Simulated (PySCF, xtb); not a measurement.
Sn(Me)4 (C4H12Sn), SMILES [CH3][Sn]([CH3])([CH3])[CH3].

GFN2-xTB (xtb 6.7.1) at its own geometry gives an orbital gap of 5.23 eV and a dipole moment of 0.00 D.

Geometry optimised at PBE0-D3(BJ)/def2-SVP. The isomer is the one that the SMILES or the coordinates give; other isomers of the formula were not compared. The def2 effective core potentials stand for the cores of Sn; spin–orbit coupling is left out.

Problem. What does PySCF with HF/def2-TZVP give? (Estimate from the structure and the level; the computed values follow.)

Solution. gap 13.49 eV (levels -10.42 and 3.07 eV), dipole 0.00 D.
